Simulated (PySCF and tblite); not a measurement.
Values are calculated unless marked as measured or tabulated.
5 constitutional isomers of C5H3BF2:

```tsv
isomer	SMILES
A	[CH:1]#[C:2][C@@H:3]1[CH:4]=[C:5]1[B:6]([F:7])[F:8]
B	[CH:1]#[C:2][C:3]1=[C:4]([B:5]([F:6])[F:7])[CH2:8]1
C	[BH2:1][C:2]#[C:3][C:4]#[C:5][CH:6]([F:7])[F:8]
D	[CH:1]#[C:2][C:3]#[C:4][CH2:5][B:6]([F:7])[F:8]
E	[CH:1]#[C:2][CH:3]([C:4]#[CH:5])[B:6]([F:7])[F:8]
```

Each isomer is a Boltzmann average at 298.15 K over at most 2 conformers: GFN2-xTB geometries, energies PBE0/def2-SVP (IEF-PCM, tetrahydrofuran) (D3(BJ) added where defined), GFN2-xTB thermal terms. Programs: PySCF with density fitting and tblite.

Task: Rank the isomers by free energy at 298.15 K.

Result: 
```csv
isomer,ΔG (kcal/mol),"ΔE, lowest conformer",conformers,largest weight %,rms dipole (D)
D,0.0,0.0,2,77,1.75
B,14.4,12.9,1,100,2.92
E,16.4,16.9,2,77,1.33
A,18.6,17.6,1,100,2.28
C,96.3,98.6,1,100,1.87
```

ΔG is for one enantiomer.

The search found a single conformer for at least one isomer; other rotamers may be missing. At least one structure keeps an imaginary mode at the tight-binding level.
